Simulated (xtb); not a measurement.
xtb input (GFN-FF):

```bash
xtb mol.xyz --gfnff --opt tight --chrg 0 --uhf 0
```
mol.xyz:
```
2

Ag    -0.00000000    -0.00000000    -1.37421160
I      0.00000000     0.00000000     1.21864047
```

End of the output:

```
         :::::::::::::::::::::::::::::::::::::::::::::::::::::
         ::                     SUMMARY                     ::
         :::::::::::::::::::::::::::::::::::::::::::::::::::::
         :: total energy              -0.087751545210 Eh    ::
         :: gradient norm              0.000025626644 Eh/a0 ::
         ::.................................................::
         :: bond energy               -0.083045097885 Eh    ::
         :: angle energy               0.000000000000 Eh    ::
         :: torsion energy             0.000000000000 Eh    ::
         :: repulsion energy           0.003123794506 Eh    ::
         :: electrostat energy        -0.007132383055 Eh    ::
         :: dispersion energy         -0.000697858777 Eh    ::
         :: HB energy                  0.000000000000 Eh    ::
         :: XB energy                  0.000000000000 Eh    ::
         :: bonded atm energy          0.000000000000 Eh    ::
         :: external energy            0.000000000000 Eh    ::
         :: add. restraining           0.000000000000 Eh    ::
         :: total charge               0.000000000000 e     ::
         :::::::::::::::::::::::::::::::::::::::::::::::::::::

           -------------------------------------------------
          |                Property Printout                |
           -------------------------------------------------

molecular dipole:
                 x           y           z       tot (Debye)
 q only:        0.000       0.000      -0.583       1.483
           -------------------------------------------------
          |                Geometry Summary                 |
           -------------------------------------------------

      molecular mass/u    :      234.7726215
   center of mass at/Å    :        0.0000000       0.0000000       0.0242187
  moments of inertia/u·Å² :        0.0000000E+00   0.3691033E+03   0.3691033E+03
rotational constants/cm⁻¹ :             Infinity   0.4567186E-01   0.4567186E-01

 * 1 selected distances

     #   Z          #   Z                                           value/Å
     0   0          0   0                                         0.0000000 (max)

 * 0 distinct bonds (by element types)

   Z      Z             #   av. dist./Å        max./Å        min./Å

optimized geometry written to: xtbopt.xyz

           -------------------------------------------------
          | TOTAL ENERGY               -0.087751545210 Eh   |
          | GRADIENT NORM               0.000025626644 Eh/α |
           -------------------------------------------------
########################################################################
[WARNING] Runtime exception occurred
-1- gfnff_setup: Could not read topology file.
########################################################################

------------------------------------------------------------------------
------------------------------------------------------------------------
 total:
 SCF:
 ANC optimizer:
```
